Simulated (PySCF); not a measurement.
## Multinuclear NMR of C₇H₁₂N₂

Molfile (atoms numbered from 1):
```
C7H12N2
     RDKit          3D

 21 21  0  0  0  0  0  0  0  0999 V2000
   -1.5510    0.9085   -0.2984 C   0  0  0  0  0  0  0  0  0  0  0  0
   -0.8340   -0.2568    0.3854 C   0  0  0  0  0  0  0  0  0  0  0  0
   -1.4602   -0.4908    1.7667 C   0  0  0  0  0  0  0  0  0  0  0  0
   -1.0002   -1.5197   -0.4704 C   0  0  0  0  0  0  0  0  0  0  0  0
    0.6373    0.0579    0.5432 C   0  0  0  0  0  0  0  0  0  0  0  0
    1.3539    1.2152    0.1462 C   0  0  0  0  0  0  0  0  0  0  0  0
    2.6428    1.1369    0.4515 N   0  0  0  0  0  0  0  0  0  0  0  0
    2.7746   -0.0447    1.0384 N   0  0  0  0  0  0  0  0  0  0  0  0
    1.6148   -0.7371    1.1237 C   0  0  0  0  0  0  0  0  0  0  0  0
   -2.6223    0.6829   -0.4141 H   0  0  0  0  0  0  0  0  0  0  0  0
   -1.4636    1.8344    0.2908 H   0  0  0  0  0  0  0  0  0  0  0  0
   -1.1378    1.1008   -1.3004 H   0  0  0  0  0  0  0  0  0  0  0  0
   -2.5366   -0.7091    1.6756 H   0  0  0  0  0  0  0  0  0  0  0  0
   -0.9867   -1.3417    2.2806 H   0  0  0  0  0  0  0  0  0  0  0  0
   -1.3411    0.3963    2.4072 H   0  0  0  0  0  0  0  0  0  0  0  0
   -0.5608   -1.3772   -1.4693 H   0  0  0  0  0  0  0  0  0  0  0  0
   -2.0664   -1.7698   -0.5948 H   0  0  0  0  0  0  0  0  0  0  0  0
   -0.5030   -2.3851   -0.0057 H   0  0  0  0  0  0  0  0  0  0  0  0
    0.9741    2.1050   -0.3536 H   0  0  0  0  0  0  0  0  0  0  0  0
    3.6856   -0.3371    1.3659 H   0  0  0  0  0  0  0  0  0  0  0  0
    1.5699   -1.7233    1.5816 H   0  0  0  0  0  0  0  0  0  0  0  0
  1  2  1  0
  2  3  1  0
  2  4  1  0
  2  5  1  0
  5  6  1  0
  6  7  2  0
  7  8  1  0
  8  9  1  0
  9  5  2  0
  1 10  1  0
  1 11  1  0
  1 12  1  0
  3 13  1  0
  3 14  1  0
  3 15  1  0
  4 16  1  0
  4 17  1  0
  4 18  1  0
  6 19  1  0
  8 20  1  0
  9 21  1  0
M  END
```

Level of theory: structure optimised with PBE0-D3(BJ)/def2-SVP, GIAO PBE0/pcSseg-1 shieldings, in PySCF (rapidly exchanging positions averaged, no solvent model, non-relativistic Hamiltonian, one computed conformer).

Where does 15N resonate?

## Answers


```json
{"atoms": "N7", "environment": "pyridine-type nitrogen of an azole", "σ (ppm)": "-70.6", "δ (ppm)": "-85.8"}
{"atoms": "N8", "environment": "pyrrole-type ring nitrogen", "σ (ppm)": "44.1", "δ (ppm)": "-190.8"}
```

Shieldings were converted by a linear fit to measured shifts: 15N: δ = -150.45 − 0.916σ (rms 7.2 ppm, 79 shifts vs CH3NO2, solution or neat liquid). A few per cent of atoms miss by over 2 rms, more outside the fitted compound classes.

On a 400 MHz spectrometer 15N resonates near 40.5 MHz, so 1 ppm is 40.5 Hz.
